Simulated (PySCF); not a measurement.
From computed data to an observable: dipole moment from atomic charges

FH3S3Zr, SMILES [SH][Zr]([SH])([F])[SH], multiplicity 1. Atoms are numbered in the order given.

```xyz
8

Zr     0.0000     0.0000    -0.2678
F      0.0000     0.0000    -2.1742
S      1.6587    -1.5372     0.6495
H      2.5625    -1.1750    -0.2992
S      0.5019     2.2051     0.6495
H     -0.2636     2.8067    -0.2992
S     -2.1606    -0.6679     0.6495
H     -2.2989    -1.6317    -0.2992
```
Charge 0, spin multiplicity 1.

The structure is a stationary point at B3LYP-D3(BJ)/def2-SVP. The spin state was assumed, not searched. The structure was generated by enumeration; whether it is a known compound was not checked. The def2 effective core potentials stand for the cores of Zr; spin–orbit coupling is left out. Other conformers were not sampled.

Charges (e) from r2SCAN/def2-TZVP (PySCF):

```csv
atom,ESP fit,Mulliken
Zr1,0.865,1.261
F2,-0.343,-0.434
S3,-0.353,-0.454
H4,0.180,0.178
S5,-0.357,-0.454
H6,0.182,0.178
S7,-0.356,-0.454
H8,0.182,0.178
```

The dipole moment of the full density is 1.40 D.

Q: What dipole moment does each set of point charges give, and which comes closer to that of the density?

A: 
μ = Σ q r, and 1 e Å = 4.8032 D.
ESP fit: Σ q r = (-0.001, -0.004, -0.341) e Å, |μ| = 1.64 D.
Mulliken: Σ q r = (0.000, 0.000, -0.438) e Å, |μ| = 2.11 D.
ESP fit comes closer in size. Point charges leave out the atoms' own dipoles (lone pairs, polarised bonds); fits to the potential absorb them, partitions of the density don't.
